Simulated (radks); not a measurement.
The numbers below are computed, except where a source is named.
Problem. All-electron atom: Se3+ in [Ar] 3d10 4s2 4p1. Level of theory: non-relativistic Kohn-Sham, MS2 meta-GGA, spin-polarised, spherical densities, point nucleus; open shells are filled with parallel spins first; meta-GGA in the generalised Kohn-Sham scheme (a radial shooting solver on a logarithmic mesh with Libxc functionals). Some entries of the table are withheld. Estimate them.

orbital,occ.,eigenvalue (hartree),r(max) (bohr)
1s up,1,-454.1694,0.02971
1s down,1,-454.1666,0.02971
2s up,1,-59.05789,0.1678
2s down,1,-59.05763,0.1678
2p up,3,-53.02714,0.1335
2p down,3,-53.02484,0.1335
3s up,1,-9.07711,0.5111
3s down,1,-9.07486,0.5112
3p up,3,-6.98385,0.5049
3p down,3,-6.98041,0.5051
3d up,5,-3.34227,0.4535
3d down,5,-3.33614,0.4535
4s up,1,-1.81561,1.479
4s down,1,-1.75723,1.468
4p up,1,-1.35949,(1)
4p down,0,-1.30105,(2)

Solution. 
(1) 4p up r(max) (bohr): 1.655
(2) 4p down r(max) (bohr): 1.646
